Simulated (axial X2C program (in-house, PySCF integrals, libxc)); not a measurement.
## GeBr⁺ at several levels of theory

Computed with an in-house all-electron X2C program for linear molecules (integrals from PySCF). Spin-free means the one-electron spin-free X2C Hamiltonian; two-component (2c) means X2C with spin–orbit coupling and atomic mean-field two-electron Coulomb and Gaunt terms, so the difference of the two also holds small scalar two-electron terms. Basis: Br dyall-cv3z [8s9p6d4f1g], Ge dyall-cv3z [9s9p7d4f1g] (cores contracted in-house); Gaussian nuclei, density fitting, unrestricted open shells. Masses: Br 78.918 u, Ge 73.921 u.

State, spin-free: M_S = 0, Λ = 0 (closed shell); electrons by block: σα: 15, σβ: 15, π+α: 7, π+β: 7, π-α: 7, π-β: 7, δ+α: 2, δ+β: 2, δ-α: 2, δ-β: 2. Fragments: Br + Ge+.

State, 2c: Ω = 0 (closed shell); electrons by block: 1/2: 22, -1/2: 22, 3/2: 9, -3/2: 9, 5/2: 2, -5/2: 2. Fragments: Br + Ge+.

```json
{"Hamiltonian": "spin-free", "level": "PBE0", "Re (Å)": "2.198", "ωe (cm⁻¹)": "368.9", "ωexe (cm⁻¹)": "0.724", "Be (cm⁻¹)": "0.09139", "αe (cm⁻¹)": "0.000273", "De (eV)": "4.31", "D0 (eV)": "4.29", "k (mdyn/Å)": "3.06", "μ (D)": "3.29"}
{"Hamiltonian": "spin-free", "level": "HF", "Re (Å)": "2.195", "ωe (cm⁻¹)": "378.1", "ωexe (cm⁻¹)": "0.719", "Be (cm⁻¹)": "0.09166", "αe (cm⁻¹)": "0.000267", "De (eV)": "2.73", "D0 (eV)": "2.71", "k (mdyn/Å)": "3.21", "μ (D)": "3.84"}
{"Hamiltonian": "spin-free", "level": "MP2", "Re (Å)": "2.201", "ωe (cm⁻¹)": "376.3", "ωexe (cm⁻¹)": "0.695", "Be (cm⁻¹)": "0.09114", "αe (cm⁻¹)": "0.000261", "De (eV)": "4.19", "D0 (eV)": "4.17", "k (mdyn/Å)": "3.18", "μ (D)": "n/a"}
{"Hamiltonian": "spin-free", "level": "CCSD", "Re (Å)": "2.203", "ωe (cm⁻¹)": "373.1", "ωexe (cm⁻¹)": "0.739", "Be (cm⁻¹)": "0.09099", "αe (cm⁻¹)": "0.000268", "De (eV)": "3.91", "D0 (eV)": "3.89", "k (mdyn/Å)": "3.13", "μ (D)": "n/a"}
{"Hamiltonian": "spin-free", "level": "CCSD(T)", "Re (Å)": "2.210", "ωe (cm⁻¹)": "366.9", "ωexe (cm⁻¹)": "0.747", "Be (cm⁻¹)": "0.09039", "αe (cm⁻¹)": "0.000273", "De (eV)": "4.10", "D0 (eV)": "4.08", "k (mdyn/Å)": "3.03", "μ (D)": "n/a"}
{"Hamiltonian": "spin-free", "level": "BLYP", "Re (Å)": "2.244", "ωe (cm⁻¹)": "337.8", "ωexe (cm⁻¹)": "0.758", "Be (cm⁻¹)": "0.08768", "αe (cm⁻¹)": "0.000286", "De (eV)": "4.34", "D0 (eV)": "4.32", "k (mdyn/Å)": "2.57", "μ (D)": "3.27"}
{"Hamiltonian": "2c", "level": "PBE0", "Re (Å)": "2.200", "ωe (cm⁻¹)": "368.0", "ωexe (cm⁻¹)": "0.728", "Be (cm⁻¹)": "0.09127", "αe (cm⁻¹)": "0.000274", "De (eV)": "n/a", "D0 (eV)": "n/a", "k (mdyn/Å)": "3.05", "μ (D)": "3.29"}
{"Hamiltonian": "2c", "level": "HF", "Re (Å)": "2.196", "ωe (cm⁻¹)": "377.3", "ωexe (cm⁻¹)": "0.723", "Be (cm⁻¹)": "0.09155", "αe (cm⁻¹)": "0.000267", "De (eV)": "n/a", "D0 (eV)": "n/a", "k (mdyn/Å)": "3.2", "μ (D)": "3.83"}
{"Hamiltonian": "2c", "level": "MP2", "Re (Å)": "2.203", "ωe (cm⁻¹)": "375.5", "ωexe (cm⁻¹)": "0.698", "Be (cm⁻¹)": "0.09104", "αe (cm⁻¹)": "0.000261", "De (eV)": "3.94", "D0 (eV)": "3.91", "k (mdyn/Å)": "3.17", "μ (D)": "n/a"}
{"Hamiltonian": "2c", "level": "CCSD", "Re (Å)": "2.205", "ωe (cm⁻¹)": "372.2", "ωexe (cm⁻¹)": "0.744", "Be (cm⁻¹)": "0.09088", "αe (cm⁻¹)": "0.000269", "De (eV)": "3.65", "D0 (eV)": "3.63", "k (mdyn/Å)": "3.12", "μ (D)": "n/a"}
{"Hamiltonian": "2c", "level": "CCSD(T)", "Re (Å)": "2.212", "ωe (cm⁻¹)": "366.1", "ωexe (cm⁻¹)": "0.751", "Be (cm⁻¹)": "0.09028", "αe (cm⁻¹)": "0.000274", "De (eV)": "3.84", "D0 (eV)": "3.82", "k (mdyn/Å)": "3.01", "μ (D)": "n/a"}
{"Hamiltonian": "2c", "level": "BLYP", "Re (Å)": "2.246", "ωe (cm⁻¹)": "336.8", "ωexe (cm⁻¹)": "0.763", "Be (cm⁻¹)": "0.08755", "αe (cm⁻¹)": "0.000287", "De (eV)": "n/a", "D0 (eV)": "n/a", "k (mdyn/Å)": "2.55", "μ (D)": "3.27"}
```

Correlated methods: 10 electrons correlated (number of frozen shells: Br 3 s, 2 p, 1 d; Ge 3 s, 2 p, 1 d), 250 virtual spin orbitals or spinors in MP2, 90 natural virtuals in coupled cluster.

Dipoles are positive if Ge is the positive end and refer to the centre of mass.

The state is one determinant whose occupation by symmetry is held fixed; it was picked as the lowest of a PBE0 search that is not exhaustive. Closed shells are restricted here (equal orbitals for both partners); the stretched side of such a curve lies too high. Dissociation energies refer to the lowest single-determinant-based atoms at the same level and basis. De is not given where an atomic determinant may have missed its ground term or J level, or where the truncated virtual space spoils (T). CCSD and (T) use frozen natural virtuals with an MP2 correction for the truncation; (T) itself is uncorrected, so its De runs slightly low. Without a current term, density functionals place determinants with orbital angular momentum somewhat too high. With the outer-core shells frozen, correlated bond lengths of heavy atoms tend to come out a few hundredths of an ångström too long.

Rough cost a point (2c) on 1 thread(s) of a shared host, integrals apart: PBE0 0.5 s, HF 0.28 s, CCSD(T) 4 s, BLYP 0.3 s.

The whole task took 2 min on 1 thread of Intel(R) Xeon(R) Processor @ 2.30GHz (shared host).
